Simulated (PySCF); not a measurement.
Positional isomers: propene hydroxy+silyl. Isolated molecules, 0 K electronic values unless said otherwise. One relaxed conformer stands for each flexible species; it need not be the lowest. Strings in code marks are SMILES.

All values below come from PBE-D3(BJ)/def2-TZVP // PBE0-D3(BJ)/def2-TZVP in PySCF. All candidates: neutral, multiplicity 1. Excitations are Tamm–Dancoff values on a coarser integration grid. The basis has no diffuse functions, so Rydberg states are missing or too high.

* **LUMO**: -0.84 eV
* **S1 excitation (TDA)**: 5.28 eV
* **HOMO**: -5.56 eV

Identify which member has these values.
A. `C/C([SiH3])=C\O` (C–C–O–H torsion 180°)
B. `C/C(O)=C/[SiH3]` (C–C–O–H torsion 180°)
C. `O/C=C/C[SiH3]` (H–O–C–C torsion -1°, C–C–C–Si torsion -111°)
D. `C/C=C(/O)[SiH3]` (Si–C–O–H torsion 180°)

B, `C/C(O)=C/[SiH3]` (C–C–O–H torsion 180°). The others give `C/C([SiH3])=C\O` (C–C–O–H torsion 180°): -0.52 eV, 5.22 eV, -5.47 eV; `O/C=C/C[SiH3]` (H–O–C–C torsion -1°, C–C–C–Si torsion -111°): -0.40 eV, 5.21 eV, -5.21 eV; `C/C=C(/O)[SiH3]` (Si–C–O–H torsion 180°): -0.84 eV, 5.44 eV, -5.33 eV
